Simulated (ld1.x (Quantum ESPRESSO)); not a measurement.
## Before and after: PAW potential for C (Z = 6)

```
Element                 : C
Generator               : ld1.x (Quantum ESPRESSO) 7.5
Type                    : PAW
Functional              : Wu–Cohen
Relativity              : scalar-relativistic
Frozen core             : [He]
Valence charge          : 4
Reference configuration : 2s2 2p2
Partial waves           : 2s (bound): rcut 0.70, rcutus 0.95 bohr; 2s channel at 2.8 Ry: rcut 0.70, rcutus 0.95 bohr; 2p (bound): rcut 1.90, rcutus 2.10 bohr; 2p channel at 0.05 Ry: rcut 1.90, rcutus 2.10 bohr
Local potential         : all-electron potential smoothed inside 1.10 bohr (lloc = -1)
Core correction         : a·sin(br)/r model core, default radius (core density twice the valence density)
Augmentation charge     : PSQ, inside the norm-conserving radii
```

All-electron outer shells of the reference configuration (Wu–Cohen, scalar-relativistic, ld1.x):

```
shell  level (eV)  outermost node (bohr)  outermost maximum (bohr)
   1s     -272.78                      –                      0.18
   2s      -13.67                   0.38                      1.22
   2p       -5.24                      –                      1.20
```

Change: waves 2s (bound): rcut 0.70, rcutus 1.00 bohr; 2s channel at 2.8 Ry: rcut 0.70, rcutus 1.00 bohr.

Cutoffs: the cutoffs (Ry, on a coarse ladder) from which the occupation-weighted sum of valence levels, in a spherical-Bessel basis at the reference potential, stays within 10 and 1 mRy of its value at 400 Ry; they do not see the model core or the augmentation charge, which bear on the density cutoff. Errors are all-electron minus pseudo energies relative to the spin-unpolarised reference configuration.

**Question.** How do hardness, ghosts and transferability respond?

**Answer.** The potential gets softer (35 Ry and 45 Ry → 30 Ry and 40 Ry); the errors of the 7 common tests hardly move; neither file shows a bound ghost. A larger radius leaves more room for a smooth pseudo-wave, so fewer plane waves are needed.

```csv
quantity,base,changed
"cutoff, loose",35 Ry,30 Ry
"cutoff, tight",45 Ry,40 Ry
loose cutoff by channel (10 mRy a level),"s 30 Ry, p 15 Ry","s 25 Ry, p 15 Ry"
bound ghosts,none,none
"error for 2s2 2p1, meV [ΔE 10.82 eV]",-0.6,-0.6
"error for 2s2 2p0, meV [ΔE 34.89 eV]",-2.4,-2.5
"error for 2s1 2p0, meV [ΔE 82.93 eV]",-18,-18
"error for 2s1 2p3, meV [ΔE 8.43 eV]",-0.5,-0.6
"error for 2s1 2p2, meV [ΔE 19.53 eV]",-1.5,-1.5
"error for 2s0 2p4, meV [ΔE 16.88 eV]",-2.1,-2.1
"error for 2s2 2p1.5, meV [ΔE 3.94 eV]",-0.1,-0.1
s: phases at 2.29 bohr within 0.05 rad from the reference energy up to (Ry; the scan ends near 5),to the end of the scan,to the end of the scan
p: phases at 2.29 bohr within 0.05 rad from the reference energy up to (Ry; the scan ends near 5),to the end of the scan,to the end of the scan
lowest overlap eigenvalue by channel,"s 0.57, p 0.94","s 0.55, p 0.94"
```
